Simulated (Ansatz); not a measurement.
Compare A (`B[SiH](C)B[SiH3]`) with its isomer B (`B[SiH](B)[SiH2]C`).

Computed with Ansatz on PBE0-D4/def2-TZVP structures; ΔE is electronic, products minus reactants. CBS: MP2 limit from def2 TZ/QZ plus the TZ coupled-cluster correction, frozen cores. DFT in def2-TZVPP. B3LYP here is the variant with VWN-RPA as its local correlation; programs differ in this. One conformer a species, not always the lowest.

Problem. Which isomer does CCSD(T)/CBS put lower? Give the gap. (Estimate.)

Solution. The calculation gave: B, by 31.2 kJ/mol.

Problem. Give E(B) − E(A) in kJ/mol with B3LYP-D4, HF/def2-TZVPP, ωB97M-V, PBE-D4, CCSD(T)/def2-TZVPP, PBE0-D4, B3LYP. (An estimate is asked.)

Solution. Ansatz gave: B3LYP-D4 -31.8, HF/def2-TZVPP -19.3, ωB97M-V -31.2, PBE-D4 -36.5, CCSD(T)/def2-TZVPP -30.5, PBE0-D4 -35.7, B3LYP -29.1. None reverses the order clearly.

Largest T1 diagnostic: 0.015.

In def2-TZVPP, CCSD(T) changes the Hartree–Fock value by −11.2 kJ/mol (the triples alone add −2.8 kJ/mol) and MP2 by −16.9 kJ/mol.
